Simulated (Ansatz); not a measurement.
Basis-set series for FH$_{3}$OSiTe, SMILES `O[SiH](F)[TeH]`. The species carries charge 0 and has multiplicity 1. Te: def2 effective core potential. The structure was optimised at the PBE0-D4/def2-TZVP level. It is one conformer, not always the lowest.

```csv
functional,basis,functions,energy (Eh),HOMO (eV),LUMO (eV)
PBE0-D4,def2-SVP,87,-733.98515,-6.73,-0.66
PBE0-D4,def2-QZVPP,356,-734.35617,-6.86,-0.92
ωB97M-V,def2-SVP,87,-734.16602,-8.78,1.31
ωB97M-V,def2-QZVPP,356,-734.54129,-8.94,0.83
```

Task: Give the rows for def2-TZVPP. (An estimate is asked.)

Result: The calculation gave: 
```json
{"functional": "PBE0-D4", "basis": "def2-TZVPP", "functions": "196", "energy (Eh)": "-734.33389", "HOMO (eV)": "-6.83", "LUMO (eV)": "-0.84"}
{"functional": "ωB97M-V", "basis": "def2-TZVPP", "functions": "196", "energy (Eh)": "-734.52016", "HOMO (eV)": "-8.91", "LUMO (eV)": "1.00"}
```

Positive LUMOs are unbound and depend on the basis.

Program: Ansatz 0.2.0.
